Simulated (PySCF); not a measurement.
CH3FO2Si, SMILES OC(=O)[SiH2]F. Atoms are numbered in the order given.

```xyz
8

O     -0.8972     1.7898     0.0000
C     -0.0396     0.9427     0.0000
O      1.2655     1.2130     0.0000
Si    -0.5607    -0.8984     0.0000
F      0.7212    -1.8919     0.0000
H      1.3574     2.1829     0.0000
H     -1.3534    -1.1287     1.2339
H     -1.3534    -1.1287    -1.2339
```
Charge 0, spin multiplicity 1.

Coordinates come from a PBE0-D3(BJ)/def2-SVP optimisation. The structure was generated by enumeration, and PubChem lists no compound with its InChIKey, so it may never have been made. Other conformers were not sampled.

Two levels are set side by side: PBE/pcSseg-1 (PySCF) and B3LYP/pcSseg-1 (PySCF). GIAO shifts against CFCl3 (¹⁹F), H2O (¹⁷O), TMS (²⁹Si), TMS (¹H), TMS (¹³C) at the same level; non-relativistic, no solvent, atoms listed together averaged. Differences are taken from unrounded values.

```json
[
 {"quantity": "δ(¹⁷O) of O1 (ppm)", "PBE": "489.2"},
 {"quantity": "δ(¹³C) of C2 (ppm)", "PBE": "180.3"},
 {"quantity": "δ(¹⁷O) of O3 (ppm)", "PBE": "253.6"},
 {"quantity": "δ(²⁹Si) of Si4 (ppm)", "PBE": "-31.6"},
 {"quantity": "δ(¹⁹F) of F5 (ppm)", "PBE": "-236.9"},
 {"quantity": "δ(¹H) of H6 (ppm)", "PBE": "6.74"},
 {"quantity": "δ(¹H) of H7, H8 (ppm)", "PBE": "5.42"}
]
```

Task: These are the PBE values. What does B3LYP give? (An estimate is asked for; the answer gives what the named calculation found.)

Result: 
```
quantity                B3LYP  PBE minus B3LYP
---------------------  ------  ---------------
δ(¹⁷O) of O1 (ppm)      502.0            -12.8
δ(¹³C) of C2 (ppm)      186.1             -5.8
δ(¹⁷O) of O3 (ppm)      243.7              9.8
δ(²⁹Si) of Si4 (ppm)    -35.7              4.0
δ(¹⁹F) of F5 (ppm)     -217.7            -19.2
δ(¹H) of H6 (ppm)        6.77            -0.03
δ(¹H) of H7, H8 (ppm)    5.16             0.26
```

Rough cost on one machine, each run with all the roots and properties that it gave: B3LYP against PBE within a factor of 2.
